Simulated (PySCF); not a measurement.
## Name the molecule from its bond curve

A diatomic of charge +1 contains As. Its quartet curve at PBE0 in a double-zeta basis (scalar-relativistic core potentials, PySCF), in eV from the separated fragments:

R (Å), E (eV) and a bar:
```
    3.330     -0.059 ##############################
    3.485     -0.108 ############
    3.640     -0.132 ###
    3.756     -0.139 
    3.872     -0.140 
    3.988     -0.137 #
    4.143     -0.130 ####
    4.337     -0.118 ########
    4.569     -0.102 ##############
    4.879     -0.083 #####################
```

The fit gives ωe = 46.9 cm⁻¹ and the rotational constant Bₑ = 0.02871 cm⁻¹.

Question: Which atom is the partner?

Answer: The minimum lies at 3.841 Å, so the reduced mass is 16.8576 u Å² cm⁻¹/(Bₑ·Re²) = 39.80 u. With As at 74.92 u the partner weighs about 84.9 u: Rb. The molecule is RbAs⁺.

Spin–orbit coupling is left out. The state was picked by a PBE0 search and need not be the measured ground state.
